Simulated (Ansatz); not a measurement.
input.yaml

```yaml
crystal:
  periodic: [false, false, false]
  atoms:
    - { symbol: B, position_ang: [0.0, 0.0, 0.0] }
    - { symbol: H, position_ang: [0.0, 0.0, 1.54] }
    - { symbol: Cl, position_ang: [1.6108, 0.0, -0.93] }
    - { symbol: O, position_ang: [-1.2211, 0.0, -0.705] }
    - { symbol: H, position_ang: [-1.7308, -0.8467, -0.4965] }
    - { symbol: Cl, position_ang: [0.4607, 1.9974, 0.6811] }
    - { symbol: H, position_ang: [0.197, 0.8543, 1.6586] }
basis:
  gaussian: { orbitals: def2-SVP }
hamiltonian:
  xc: hf
relax:
  f_tol: 0.15
  max_steps: 25
  restrain:
    - { distance: [0, 5], at: 3.06, k: 30.0 }
    - { distance: [6, 1], at: 1.86, k: 30.0 }
    - { distance: [0, 1], at: 1.19, k: 30.0 }
    - { distance: [6, 5], at: 1.37, k: 30.0 }
```

Run as:

```bash
$ ansatz run input.yaml --threads 1 --pin off --max-ram 2048MiB --backend cpu --events-out ev --progress --plain --runs-dir out
```

Hardware: 1 thread of Arm Neoverse V2, on a shared host.

Roughly how long does this run take, and how much memory?

12 s, with a peak of 0.14 GiB, for 9 ionic steps.
